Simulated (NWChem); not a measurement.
Isomers of C₄H₆O, each optimised at B3LYP/6-31G* with NWChem, gas phase unless a solvent is named. Flexible species stand in one conformer each, which need not be the lowest. Pople sets run with spherical d functions. Relative energies count from the lowest isomer at each level and are electronic, without zero-point energy, on those geometries.

A: C#CCOC
B: C=C1CCO1
C: C#CCCO
D: C1=CCOC1

### Question
Which isomer is lowest, and do the levels agree? Levels: B3LYP/6-31G*; PBE/def2-TZVP; B3LYP/def2-TZVP; PBE0/def2-TZVP; LDA (Slater exchange, VWN5)/def2-TZVP; CAM-B3LYP/def2-TZVP; M06-2X/def2-TZVP.

### Answer
All put D lowest.
| quantity | A | B | C | D |
|---|---|---|---|---|
| relative energy, B3LYP/6-31G* (kcal/mol) | 35.6 | 10.5 | 29.9 | 0.0 |
| relative energy, PBE/def2-TZVP (kcal/mol) | 36.0 | 8.8 | 25.3 | 0.0 |
| relative energy, B3LYP/def2-TZVP (kcal/mol) | 32.0 | 10.5 | 22.1 | 0.0 |
| relative energy, PBE0/def2-TZVP (kcal/mol) | 38.6 | 10.9 | 27.2 | 0.0 |
| relative energy, LDA (Slater exchange, VWN5)/def2-TZVP (kcal/mol) | 42.7 | 10.6 | 31.2 | 0.0 |
| relative energy, CAM-B3LYP/def2-TZVP (kcal/mol) | 34.1 | 11.3 | 24.1 | 0.0 |
| relative energy, M06-2X/def2-TZVP (kcal/mol) | 33.1 | 12.1 | 22.5 | 0.0 |
